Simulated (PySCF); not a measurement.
Ga(H)2(SeH) (GaH3Se), SMILES [SeH][GaH2]. The structure is a stationary point at PBE0-D3(BJ)/def2-TZVP.

These are PySCF with PBE0-D3(BJ)/def2-TZVP values and carry that method's errors.

Harmonic wavenumbers (cm⁻¹): 295, 372, 407, 584, 642, 727, 1997, 2010, 2448. Rotational constants (GHz): 83.56, 2.423, 2.355; symmetry number 1.

**Question.** Work out the zero-point energy and the ideal-gas rigid-rotor harmonic-oscillator thermochemistry at 298.15 K and 1 atm.

**Answer.** ZPE = ½ Σ hcν = ½ × 9483 cm⁻¹ = 13.56 kcal/mol. H − E(el) = 16.85 kcal/mol. Entropy in cal/(mol K): translation 40.96, rotation 24.03, vibration 4.59, total 69.58. G − E(el) = -3.89 kcal/mol. Cp = 15.43 cal/(mol K).
